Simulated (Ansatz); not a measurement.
`N[SiH2][SiH2]F` + `C#CNC` → `C#CN(C)[SiH2]F` + `N[SiH3]`  (cleavage of the Si–Si bond)

Calculated with Ansatz (gas phase, PBE0-D4/def2-TZVP geometries, no zero-point term in ΔE). CBS: MP2 limit from def2 TZ/QZ plus the TZ coupled-cluster correction, frozen cores. This one scheme is used for every species. DFT in def2-TZVPP. B3LYP here is the variant with VWN-RPA as its local correlation; programs differ in this. Each species was taken in one conformer, which may not be the lowest.

`N[SiH2][SiH2]F`:

Z-matrix (Å, degrees):
```
Si
Si 1 2.346
N 1 1.722 2 107.7
H 1 1.489 2 109.2 3 117.5
H 1 1.496 2 108.9 3 -126.5
F 2 1.612 1 108.6 3 52.8
H 2 1.487 1 112.3 3 -65.6
H 2 1.488 1 112.1 3 171.6
H 3 1.008 1 119.2 2 -48.4
H 3 1.008 1 120.0 2 169.3
```

`C#CNC`:

```xyz
9

C     1.881    0.309    1.104
C     1.051    0.231    0.236
N     0.103    0.189   -0.707
C    -1.247   -0.167   -0.306
H     2.622    0.389    1.861
H     0.404   -0.222   -1.577
H    -1.913   -0.044   -1.160
H    -1.573    0.511    0.483
H    -1.327   -1.196    0.066
```

`C#CN(C)[SiH2]F`:

Cartesian coordinates in Å:
```
C 2.500 0.373 0.211
C 1.325 0.145 0.101
N 0.017 -0.123 -0.021
C -0.515 -1.180 0.837
Si -0.990 0.898 -0.977
F -1.580 2.125 -0.140
H 3.538 0.582 0.303
H 0.038 -2.108 0.675
H -0.443 -0.905 1.892
H -1.563 -1.350 0.588
H -0.176 1.458 -2.071
H -2.151 0.086 -1.400
```

`N[SiH3]`:

```xyz
7

N    -0.678    0.820    0.082
Si    0.328   -0.566   -0.078
H    -0.620    1.558   -0.601
H    -0.865    1.196    0.997
H     0.207   -1.060   -1.474
H     1.782   -0.354    0.193
H    -0.154   -1.593    0.881
```

| level | ΔE (kcal/mol) | difference from CCSD(T)/CBS |
| --- | --- | --- |
| PBE-D4 | -15.2 | 5.5 |
| r2SCAN-D4 | -18.6 | 2.1 |
| PBE0-D4 | -16.6 | 4.1 |
| B3LYP-D4 | -19.3 | 1.4 |
| ωB97X-V | -19.0 | 1.7 |
| ωB97M-V | -20.7 | 0.0 |
| B2PLYP | -20.5 | 0.2 |
| PBE | -14.6 | 6.1 |
| r2SCAN | -18.5 | 2.2 |
| PBE0 | -16.1 | 4.6 |
| B3LYP | -18.4 | 2.3 |
| HF/def2-TZVPP | -21.8 | -1.1 |
| MP2/def2-TZVPP | -23.5 | -2.8 |
| SCS-MP2/def2-TZVPP | -23.3 | -2.6 |
| CCSD/def2-TZVPP | -21.2 | -0.5 |
| CCSD(T)/def2-TZVPP | -21.2 | -0.5 |
| HF/def2-QZVPP | -22.1 | -1.4 |
| MP2/def2-QZVPP | -23.4 | -2.7 |
| SCS-MP2/def2-QZVPP | -23.1 | -2.4 |
| HF/CBS(def2) | -22.2 | -1.5 |
| MP2/CBS(def2) | -23.0 | -2.3 |
| CCSD/CBS(def2) | -20.6 | 0.1 |
| CCSD(T)/CBS | -20.7 | 0 |

Largest T1 diagnostic among the species: 0.012.

The D4 term adds −0.9 kcal/mol with B3LYP and −0.5 kcal/mol with PBE0; it sums over pairs of atoms, weighted by their polarisabilities, and B3LYP, whose exchange is more repulsive, gets the larger term. From PBE to PBE0 (25 % exact exchange), in def2-TZVPP and without D4, ΔE moves by −1.4 kcal/mol.
